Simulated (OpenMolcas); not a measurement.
## Ti2+: effect of the metal basis

Ti2+ with its 6 nearest oxide ions at 2.193 Å, on the Mg site of MgO (a = 4.2112 Å, distance in the model lattice 2.106 Å). The rest of the host is ab initio model potentials to 7.6 Å and point charges beyond; the distance is set by hand and nothing relaxes.

```yaml
Program: OpenMolcas
Method: CASSCF
Spin-orbit_coupling: state interaction with AMFI integrals over the reference wave functions
```

Fixed: ligand basis ANO-RCC-VDZP, active space 2 electrons in 5 orbitals (3d), DKH2 Hamiltonian.

States (labels of O, the rotations of Oh). Energies in cm-1 above the lowest state or level, χT in cm3 K/mol; under a threefold ground state the first gap can be a small split of the lowest multiplet, not the spin-orbit step; 10Dq and B are least-squares fits to the states below 45000 cm-1, weighted by degeneracy, with a free offset, and given where the rms deviation is under 5 % of |10Dq| (or 100 cm-1) and under 700 cm-1.

```
Run   Metal basis  Ground state  First state of that spin   10Dq  B (rms of fit)  First gap with spin-orbit (degeneracies)  χT at 300 K  First state of another spin                     Cost
  A  ANO-RCC-VDZP           3T1                 3T2 15964  17781       808 (114)                                1.4 (2, 3)        1.088                    1T2 10981  roughly 14 core-seconds
  B  ANO-RCC-VTZP           3T1                 3T2 15560  17394       805 (146)                                1.5 (2, 3)        1.088                    1T2 10878  roughly 27 core-seconds
```

Against A, |10Dq| changes by -2.2 % in B.

Costs are those of the RASSCF and RASSI steps.

An orbital triplet at a regular site is open to Jahn-Teller coupling, which can distort the site and quench the lowest spin-orbit gaps and is left out. Without dynamic correlation the repulsion within the d shell is too large (B by tens of per cent), so at a given field states of lower spin stand too high. Ligand-to-metal charge-transfer states are missing. With no ligand orbital active B as a rule stays too high, so bands that hang on it stand too high and its fall with covalency is understated. With metal d orbitals alone and no dynamic correlation 10Dq can be off by a tenth to a fifth, either way, in oxide and fluoride hosts. No measured value stands beside these numbers; the geometry was set by hand and not optimised.
